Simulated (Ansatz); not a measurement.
Consider the substitution at a C–Si bond: `C=C[SiH2][SiH](F)F` + H–F → `C=CF` + `F[SiH](F)[SiH3]`.

Gas-phase electronic energies from Ansatz, PBE0-D4/def2-TZVP geometries. CBS: MP2 limit from def2 TZ/QZ plus the TZ coupled-cluster correction, frozen cores. This one scheme is used for every species. DFT in def2-TZVPP. Each species was taken in one conformer, which may not be the lowest.

CCSD(T)/CBS gives +76.7 kJ/mol.

Another level gave +72.8 kJ/mol. Which?
A. B2PLYP/def2-TZVPP
B. SCS-MP2/def2-TZVPP
C. CCSD/def2-TZVPP
D. ωB97X-V/def2-TZVPP

B. SCS-MP2/def2-TZVPP 72.8, ωB97X-V 57.2, CCSD/def2-TZVPP 68.4, B2PLYP 61.2 kJ/mol.

Largest T1 diagnostic among the species: 0.013.

From PBE to PBE0 (25 % exact exchange), in def2-TZVPP and without D4, ΔE moves by +5.7 kJ/mol. In def2-TZVPP, CCSD(T) changes the Hartree–Fock value by +20.8 kJ/mol (the triples alone add +2.2 kJ/mol) and MP2 by +32.4 kJ/mol.
